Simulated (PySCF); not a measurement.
Atomic charges by several schemes

Compound: C₂H₉PSi.
Cartesian coordinates in Å at the GFN2-xTB, dihedral held level; atoms count from 1:
```xyz
13
C2H9PSi angstrom
C     -2.0103   -0.0801    0.4559
C     -0.7586    0.3834   -0.2812
Si     0.8220   -0.5593    0.2397
P      2.2671    0.9496    1.0579
H     -2.8804    0.4898    0.1339
H     -1.8990    0.0505    1.5301
H     -2.2008   -1.1325    0.2596
H     -0.9166    0.2598   -1.3531
H     -0.6201    1.4536   -0.1099
H      1.4760   -1.1940   -0.9112
H      0.4840   -1.6125    1.2086
H      1.6239    1.1018    2.2736
H      3.1432    0.0120    1.5717
```

Density: PBE0/pcSseg-1 (PySCF); schemes: Mulliken, IAO, Hirshfeld and ESP-fitted. The geometry is a constrained GFN2-xTB structure with the dihedral C1–C2–Si3–P4 held at 240°, isolated molecule; it need not be a minimum.

Question: Give the atomic charges in each scheme.

Answer: In e; atoms taken as equivalent share a row and are averaged (×n: the atom named and its like, n in all):

```json
{"atom": "C1", "environment": "methyl carbon", "Mulliken": "-0.286", "IAO": "-0.406", "Hirshfeld": "-0.117", "ESP-fitted": "-0.138"}
{"atom": "C2", "environment": "sp3 carbon bound to silicon", "Mulliken": "-0.575", "IAO": "-0.528", "Hirshfeld": "-0.153", "ESP-fitted": "+0.022"}
{"atom": "Si3", "environment": "SiH2 silicon", "Mulliken": "+0.460", "IAO": "+0.578", "Hirshfeld": "+0.289", "ESP-fitted": "+0.347"}
{"atom": "P4", "environment": "three-coordinate phosphorus", "Mulliken": "-0.237", "IAO": "-0.111", "Hirshfeld": "-0.029", "ESP-fitted": "-0.418"}
{"atom": "H5/H6/H7", "environment": "methyl hydrogen", "Mulliken": "+0.118", "IAO": "+0.139", "Hirshfeld": "+0.039", "ESP-fitted": "+0.036"}
{"atom": "H8/H9", "environment": "methylene hydrogen", "Mulliken": "+0.148", "IAO": "+0.148", "Hirshfeld": "+0.038", "ESP-fitted": "+0.014"}
{"atom": "H10/H11", "environment": "Si–H hydrogen", "Mulliken": "-0.062", "IAO": "-0.119", "Hirshfeld": "-0.081", "ESP-fitted": "-0.103"}
{"atom": "H12/H13", "environment": "P–H hydrogen", "Mulliken": "+0.055", "IAO": "-0.004", "Hirshfeld": "-0.011", "ESP-fitted": "+0.131"}
```

Mean size of the charges over all atoms: IAO 0.199 e, Mulliken 0.188 e, ESP-fitted 0.119 e, Hirshfeld 0.074 e. Each set sums to the total charge, 0, to within 0.001 e. The IAO scheme counts the electrons in orthogonalised intrinsic atomic orbitals, a minimal basis polarised so that it spans the occupied orbitals exactly.

Some averages cover members that differ in this geometry: H10/H11, ESP-fitted -0.128 to -0.079; H8/H9, ESP-fitted -0.008 to +0.035 e.

Lowest charge. The schemes don't all agree: Mulliken C2 (-0.575); IAO C2 (-0.528); Hirshfeld C2 (-0.153); ESP-fitted P4 (-0.418).

Highest charge. All schemes agree: Mulliken Si3 (+0.460); IAO Si3 (+0.578); Hirshfeld Si3 (+0.289); ESP-fitted Si3 (+0.347).

Question: How many electrons does the Hirshfeld scheme count on C1?

Answer: Z − q = 6 − (-0.117) = 6.117.

Question: Sum the charges by element, for elements with more than one atom.

Answer: 
| element | atoms | Mulliken | IAO | Hirshfeld | ESP-fitted |
| --- | --- | --- | --- | --- | --- |
| C | 2 | -0.861 | -0.934 | -0.270 | -0.117 |
| H | 9 | +0.637 | +0.467 | +0.010 | +0.188 |
